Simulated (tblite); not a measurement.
Compound: monothioarsenate(V) anion, AsO3S (charge -3).
SMILES with atom numbers: `[O-:1][As:2]([O-:3])([O-:4])=[S:5]`

Computed values, GFN2-xTB/tblite, gas phase, harmonic and unscaled. The method is semi-empirical: single wavenumbers can be off by several per cent or more. Multiply charged ions are computed bare, without counter-ions or solvent.

Harmonic wavenumbers (cm⁻¹): 225.4, 225.4, 293.5, 328.3, 328.5, 359.8, 634.4, 634.5, 653.4.

A = 4067, B = 2248, C = 2247 MHz; mass 154.878 u (most abundant isotopes); point group C3v, symmetry number 3.

Question: Zero-point energy?

Answer: Half the sum of the wavenumbers: 1842 cm⁻¹ = 5.27 kcal/mol.

Question: What is S at 500 K and 1 bar for an ideal gas of classical rigid rotors and harmonic oscillators?

Answer: Translation 43.62, rotation 26.51, vibration 17.59: S = 87.7 cal/(mol K).

Question: And Cp and H(500 K) − H(0)?

Answer: Cp = 23.70 cal/(mol K), of which vibrations give 15.75 (their classical limit is 9 R = 17.9); H(500 K) − H(0) = 8.81 kcal/mol without the zero-point energy, 4.84 from vibrations.

Question: What must be added to the electronic energy to get the Gibbs energy at 500 K and 1 bar?

Answer: ZPE + [H(500 K) − H(0)] − T·S = 5.27 + 8.81 − 43.86 = -29.78 kcal/mol.

Question: How do the functions run with temperature in this model?

Answer: 
| T (K) | S (cal/(mol K)) | Cp (cal/(mol K)) | H − H(0) (kcal/mol) | G − H(0) (kcal/mol) | ln q(vib) |
| --- | --- | --- | --- | --- | --- |
| 100 | 58.4 | 11.4 | 0.88 | -4.96 | 0.12 |
| 200 | 68.4 | 17.5 | 2.36 | -11.33 | 0.88 |
| 300 | 76.2 | 20.9 | 4.30 | -18.57 | 1.91 |
| 800 | 99.2 | 24.9 | 16.15 | -63.20 | 6.58 |
| 1000 | 104.8 | 25.2 | 21.17 | -83.61 | 8.01 |

q(vib) and H(0) count from the zero-point level.

Question: Which modes carry the vibrational entropy at 500 K?

Answer: 225.4 cm⁻¹: 2.88; 225.4 cm⁻¹: 2.88; 293.5 cm⁻¹: 2.38; 328.3 cm⁻¹: 2.17; 328.5 cm⁻¹: 2.17; 359.8 cm⁻¹: 2.00 cal/(mol K); the other 3 give 3.09 together.

Hindered rotation and anharmonicity are outside this model.
